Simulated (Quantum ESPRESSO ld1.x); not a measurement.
Q: Mo19+, configuration [Ar] 3d5. Method: scalar-relativistic Kohn-Sham, LDA (Slater exchange, Perdew-Zunger correlation), spin-polarised, spherical densities, point nucleus; open shells are filled with parallel spins first; computed with ld1.x of Quantum ESPRESSO 7.5. Some entries of the table are withheld. Estimate them.

orbital,occ.,eigenvalue (hartree),r(max) (bohr)
1s up,1,-751.385,0.023
1s down,1,-751.376,0.023
2s up,1,-126.588,0.130
2s down,1,-126.192,0.130
2p up,3,(1),0.104
2p down,3,(2),0.104
3s up,1,-38.3926,0.370
3s down,1,-37.9226,0.373
3p up,3,-34.8718,0.361
3p down,3,-34.3940,0.361
3d up,5,(3),0.298
3d down,0,(4),0.301

A: 
(1) 2p up eigenvalue (hartree): -115.818
(2) 2p down eigenvalue (hartree): -115.513
(3) 3d up eigenvalue (hartree): -29.4938
(4) 3d down eigenvalue (hartree): -28.9392
